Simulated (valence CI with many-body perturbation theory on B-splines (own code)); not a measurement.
## Which ion has this spectrum?

A relativistic CI+MBPT calculation for an atom or ion with 7 electrons gives these levels (eV):

| J | Parity | E | g |
| --- | --- | --- | --- |
| 3/2 | odd | 0.0 | 1.36 |
| 3/2 | odd | 295.4 | 1.44 |
| 5/2 | odd | 315.2 | 1.18 |
| 1/2 | odd | 345.5 | 0.64 |
| 5/2 | even | 507.9 | 1.48 |
| 1/2 | even | 574.8 | 2.11 |
| 3/2 | even | 576.3 | 1.21 |
| 3/2 | odd | 642.1 | 1.28 |
| 3/2 | even | 823.4 | 1.55 |
| 5/2 | even | 855.3 | 1.28 |
| 1/2 | even | 890.8 | 1.43 |
| 3/2 | even | 902.1 | 1.06 |
| 3/2 | odd | 1137.0 | 1.32 |
| 1/2 | even | 1203.7 | 1.75 |

The energies are calculated, and their last digits are not significant.

Task: Which is it?
A. Sb44+
B. I46+
C. Te45+
D. Xe47+

Result: B. I46+, ground level (2s^2 2p1/2^2 2p3/2) J=3/2.
